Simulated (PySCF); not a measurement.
B3LYP has the VWN-RPA correlation part, as in Gaussian. Delta-SCF ions had no search for a lower state. Excitations are Tamm–Dancoff values on a coarser integration grid. The basis has no diffuse functions, so Rydberg states are missing or too high.

H4S4Si, SMILES `[Si](S)(S)(S)S` (charge 0, multiplicity 1)

Level of theory: B3LYP-D3(BJ)/def2-TZVP (PySCF).

```
Quantity                                                        Value
--------------------------------------  -----------------------------
HOMO                                                         -7.35 eV
dipole moment                                                  0.01 D
HOMO–LUMO gap                                                 6.63 eV
LUMO                                                         -0.72 eV
S1 excitation (TDA)                                           5.58 eV
S1 oscillator strength                                          0.009
T1 excitation (TDA)                                           5.18 eV
S1–T1 gap (TDA)                                               0.40 eV
vertical ionisation energy (Delta-SCF)                        9.23 eV
total energy                                             -51292.71 eV
cost                                    around 4 core-minutes (rough)
```

```xyz
9

S     -0.6257     0.8147     1.8737
Si     0.0006    -0.0001    -0.0001
S      1.5845    -1.3685     0.4313
S     -1.4841    -1.1059    -1.0680
S      0.5283     1.6601    -1.2382
H     -1.5238     1.6556     1.3274
H      2.3024    -0.4783     1.1412
H     -1.5718    -2.0824    -0.1458
H      0.7898     0.9047    -2.3214
```
